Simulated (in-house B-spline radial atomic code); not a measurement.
The numbers below are computed, except where a source is named.
**Softness against transferability: the 5s channel of Cd**

Cd, [Kr] 4d10 5s2, non-relativistic LDA (VWN5), spherical and spin-unpolarised, from a B-spline radial code for spherical atoms (atomic units). The all-electron 5s level is ε = -0.204228 hartree, its outermost node lies just inside 1.11 bohr and its outer maximum at 2.42 bohr.

Troullier-Martins pseudo-orbitals are made for several radii. The cutoffs (hartree) are the plane-wave energies beyond which the orbital holds less than the named kinetic energy per electron. The phase error is the difference, pseudo minus all-electron, of arctan(R P'/P) at R = 3.68 bohr for all radii, half a hartree below and above the level.

```json
{"r_c (bohr)": "1.81", "V_l(0) (hartree)": "-2.15", "cutoff for 10 mEh": "7.07", "for 1 mEh": "17.1", "for 0.1 mEh": "34.6", "phase error at ε − 0.5 (mrad)": "-0.4", "at ε + 0.5 (mrad)": "-12.2"}
{"r_c (bohr)": "2.1", "V_l(0) (hartree)": "1.61", "cutoff for 10 mEh": "2.6", "for 1 mEh": "8", "for 0.1 mEh": "15.5", "phase error at ε − 0.5 (mrad)": "-0.3", "at ε + 0.5 (mrad)": "-5.3"}
{"r_c (bohr)": "2.42", "V_l(0) (hartree)": "1.80", "cutoff for 10 mEh": "2.6", "for 1 mEh": "7.68", "for 0.1 mEh": "11.3", "phase error at ε − 0.5 (mrad)": "-0.3", "at ε + 0.5 (mrad)": "-5.3"}
{"r_c (bohr)": "2.73", "V_l(0) (hartree)": "1.00", "cutoff for 10 mEh": "2.33", "for 1 mEh": "6.62", "for 0.1 mEh": "9.68", "phase error at ε − 0.5 (mrad)": "-0.5", "at ε + 0.5 (mrad)": "-10.3"}
{"r_c (bohr)": "3.05", "V_l(0) (hartree)": "0.42", "cutoff for 10 mEh": "1.92", "for 1 mEh": "4.38", "for 0.1 mEh": "8", "phase error at ε − 0.5 (mrad)": "-1.2", "at ε + 0.5 (mrad)": "-23.3"}
{"r_c (bohr)": "3.38", "V_l(0) (hartree)": "0.08", "cutoff for 10 mEh": "1.48", "for 1 mEh": "2.78", "for 0.1 mEh": "6.48", "phase error at ε − 0.5 (mrad)": "-2.6", "at ε + 0.5 (mrad)": "-48.3"}
```

Which radius needs the lowest cutoff for 0.1 mEh while both phase errors stay within 12.3 mrad?

The radii within that limit are 1.81, 2.1, 2.42, 2.73 bohr; of these r_c = 2.73 needs the least, 9.68 hartree, that is 19.4 Ry or 263 eV.

What does the larger radius buy, and what does it cost?

From r_c = 1.81 to 3.38 bohr the cutoff for 1 mEh goes from 17.1 to 2.78 hartree, a factor of 6.15, against 3.49 for a pure 1/r_c² scaling, end to end; step by step it is 17.1, 8, 7.68, 6.62, 4.38, 2.78, and for 0.1 mEh 34.6, 15.5, 11.3, 9.68, 8, 6.48; the number of plane waves goes as the cutoff to the power 3/2, here a factor of 15.3. The larger of the two phase errors is least at r_c = 2.1 bohr, 5.3 mrad; it is 12.2 at the smallest radius and 48.3 at the largest. These errors test the reference atom alone. The smallest radius lies well inside the outer maximum, where the nodeless form must bend sharply to keep the norm, so it is both harder and scatters less well than the next. Large radii also let the cores of neighbours overlap, which an atom doesn't show.
